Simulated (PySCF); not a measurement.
Gas-phase reaction: ZrOCl2 + F2O ⇌ ZrO2 + 2 ClF

Energies from PySCF (xtb for GFN2), thermal terms from the rigid-rotor harmonic-oscillator model, ideal gas at 1 bar. S°(298 K) at PBE0/def2-TZVP differs from the NASA 1993 table for ZrO2 (-6 J/mol/K); whether the harmonic model or the table's entry is off was not settled. † marks an energy on the PBE0/def2-TZVP geometry and frequencies; other levels use their own. MP2 and CCSD(T) freeze the core. All species are closed-shell singlets. Zr: scalar-relativistic def2 core potential, no spin-orbit coupling. ZrOCl2: computed as isolated molecules; such fragments, hydroxides, amides, oligomers or adducts are transient or little studied in the gas. MP2 isn't extrapolated to the basis-set limit; its ΔH°(298 K) is 213.5 kJ in def2-SVP and 182.7 kJ in def2-TZVPP. CCSD(T) isn't extrapolated to the basis-set limit; its ΔH°(298 K) is 246.0 kJ in def2-SVP and 216.3 kJ in def2-TZVPP. The harmonic model lacks anharmonicity and excited electronic states, which grow with temperature; levels with a mode under 35 cm⁻¹ are left out. Soft modes under 120 cm⁻¹ make the harmonic entropy rough for ZrOCl2. Warning, large T1 diagnostic: ZrO2, ZrOCl2 (CCSD(T)/def2-SVP†).

```
level               ΔE electronic, kJ  ΔH°(298 K), kJ  ΔS°(298 K), J/K  ΔG°(1800 K), kJ
------------------  -----------------  --------------  ---------------  ---------------
CCSD(T)/def2-SVP†                 250             246              116               49
GFN2-xTB                          346             341              126              125
HF/def2-TZVP†                     259             255              116               58
MP2/def2-TZVPP†                   187             183              116              -15
PBE/def2-SVP                      262             258              117               61
PBE0/def2-TZVP                    222             218              116               21
LDA/def2-TZVP†                    221             217              116               19
ωB97X-V/def2-TZVP†                236             232              116               34
```
ΔH° is lowest at MP2/def2-TZVPP† and highest at GFN2-xTB. No reference value is set beside these.
